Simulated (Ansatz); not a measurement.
Cl2F2H2In2 (`[Cl][In@H-]1[F+][In@H-]([Cl])[F+]1`). Total charge 0; spin multiplicity 1. In: def2 effective core potential.

```xyz
8

Cl   -2.1058    0.3847   -2.3625
In    0.0768    0.1367   -1.6651
F     0.1106    1.2917    0.1110
In   -0.0768   -0.1376    1.6644
Cl    2.1045   -0.3769    2.3691
F    -0.1068   -1.2932   -0.1117
H     1.5727    0.0745   -2.4364
H    -1.5752   -0.0799    2.4311
```

Q: List the harmonic frequencies (cm⁻¹, unscaled) at PBE0-D4/def2-TZVP in Ansatz. (Best estimate.)

A: Ansatz gave: 29, 56, 70, 130, 163, 174, 296, 354, 357, 369, 411, 412, 438, 458, 459, 472, 1945, 1946.

Q: Is this a minimum?

A: Yes, all 18 modes are real.

Q: Give the ideal-gas thermochemistry at 298.15 K and 1 bar (rigid rotor, harmonic oscillator; point group C2h, symmetry number 2).

A: Zero-point energy 51.1 kJ/mol; H(298) − E = 80.7 kJ/mol; entropy 442.2 J/(mol·K), of which translation 181.6, rotation 125.7, vibration 134.9; G(298) − E = -51.1 kJ/mol. Modes under 100 cm⁻¹ are hindered rotations or soft bends, so the harmonic entropy is rough.

Q: And at 400, 500, 600, 800 and 1000 K?

A: 
```
T (K)  H − E (kJ/mol)  S (J/mol/K)  G − E (kJ/mol)
  400            95.8        485.8           -98.5
  500           111.4        520.6          -148.9
  600           127.6        550.0          -202.4
  800           160.8        597.8          -317.4
 1000           195.0        635.9          -440.9
```

Q: Rotational constants (cm⁻¹)?

A: 0.06315, 0.01357, 0.01221.
